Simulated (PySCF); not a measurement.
# Working out the ionisation energy of C⁺

C⁺ [He] 2s2 2p1 (2P) → C²⁺ [He] 2s2 (1S). All numbers are calculated (PySCF 2.14, the non-relativistic Hamiltonian (point nucleus), in def2-SVP (3s2p1d, 14 functions)). Frozen: 1s2. Energies in hartree (1 hartree = 27.21139 eV):

| part | C⁺ (lower) | C²⁺ (upper) |
| --- | --- | --- |
| UHF | -37.244191 | -36.350857 |
| CCSD correlation | -0.066659 | -0.073138 |
| (T) | -0.000737 | 0.000000 |

Question: What does Hartree-Fock give?

Answer: (-36.350857) − (-37.244191) = 0.893334 hartree = 24.309 eV.

Question: What do CCSD and CCSD(T) give?

Answer: The CCSD correlation energies differ by -0.006479 hartree = -0.176 eV and the triples by 0.000737 hartree = 0.020 eV, so CCSD gives 24.133 eV and CCSD(T) 24.153 eV.

Measured between the centres of the two terms (NIST): 24.378 eV, so CCSD(T) (valence) is off by -0.225 eV.

A double-zeta basis recovers only part of the correlation energy.

The coupled-cluster amplitudes are large, so a single reference is strained.

What remains against the reference includes basis incompleteness, the frozen core and higher excitations.
